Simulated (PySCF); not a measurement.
**Dipole response of Fe(2+) (iron, charge +2)**

[Ar] 3d5 4s1, high-spin 7S determinant (an excited configuration). All numbers are calculated (PySCF 2.14, no relativity, point nucleus, in def2-QZVPPD (11s6p5d4f2g, 100 functions)). Coupled (time-dependent) response in atomic units; α is the mean over directions.

```
method  mean α (bohr³)  C₆ (like pair)  S(−4)
 wB97X           17.61           67.06  287.9
```

S(−4) is the Cauchy moment in α(ω) = α(0) + S(−4) ω² + …

α(iu) at wB97X:

| u (hartree) | α(iu) (bohr³) |
| --- | --- |
| 0 | 17.61 |
| 0.0500 | 16.92 |
| 0.100 | 15.18 |
| 0.200 | 10.98 |
| 0.300 | 7.839 |
| 0.500 | 4.613 |
| 0.750 | 2.983 |
| 1.00 | 2.211 |
| 1.50 | 1.459 |
| 2.00 | 1.072 |
| 3.00 | 0.6629 |
| 5.00 | 0.3288 |

For an ion, C₆ is the dispersion term alone; charge-induced terms of lower order in 1/R come first.
